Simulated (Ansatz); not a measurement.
Si(vinyl)2F2 (C4H6F2Si). Charge 0, multiplicity 1. Geometry r2SCAN-D4/def2-SVP.

```
atom   x (Å)   y (Å)   z (Å)
 Si1  -0.220  -0.573  -0.133
  C2   1.390  -0.310   0.732
  C3   1.645  -0.856   1.932
  H4   2.163   0.316   0.263
  H5   0.906  -1.488   2.440
  H6   2.597  -0.702   2.455
  C7  -1.157   0.954  -0.578
  C8  -1.496   1.229  -1.848
  H9  -1.439   1.667   0.209
 H10  -1.237   0.548  -2.668
 H11  -2.046   2.137  -2.123
 F12  -1.112  -1.527   0.832
 F13   0.008  -1.395  -1.514
```

Problem. Estimate the orbital energies around the gap (eV) in Ansatz with LDA (SPW92)/def2-TZVP, PBE-D4/def2-SVP, PBE-D4/def2-TZVP, r2SCANh-D4/def2-TZVP, PBE0-D4/def2-SVP.

Solution. 
```csv
orbital,LDA (SPW92)/def2-TZVP,PBE-D4/def2-SVP,PBE-D4/def2-TZVP,r2SCANh-D4/def2-TZVP,PBE0-D4/def2-SVP
HOMO−13,-13.28,-12.89,-13.11,-14.40,-15.01
HOMO−12,-12.16,-11.84,-11.98,-13.17,-13.80
HOMO−11,-11.75,-11.43,-11.58,-12.75,-13.37
HOMO−10,-11.72,-11.24,-11.48,-12.73,-13.35
HOMO−9,-11.05,-10.75,-10.87,-12.01,-12.66
HOMO−8,-10.72,-10.37,-10.52,-11.68,-12.31
HOMO−7,-10.26,-9.82,-10.06,-11.22,-11.80
HOMO−6,-10.03,-9.58,-9.78,-11.07,-11.67
HOMO−5,-9.87,-9.48,-9.75,-10.83,-11.41
HOMO−4,-9.80,-9.25,-9.55,-10.82,-11.40
HOMO−3,-8.69,-8.50,-8.62,-9.51,-10.07
HOMO−2,-7.69,-7.46,-7.58,-8.41,-8.95
HOMO−1,-7.61,-7.28,-7.40,-8.06,-8.51
HOMO,-7.35,-7.04,-7.15,-7.80,-8.24
LUMO,-2.42,-1.96,-2.17,-1.62,-1.01
LUMO+1,-1.90,-1.45,-1.64,-1.03,-0.44
LUMO+2,0.27,1.00,0.54,1.36,1.95
LUMO+3,0.52,1.15,0.74,1.71,2.07
LUMO+4,1.16,1.89,1.28,2.37,2.89
LUMO+5,1.23,1.99,1.38,2.43,2.92
```
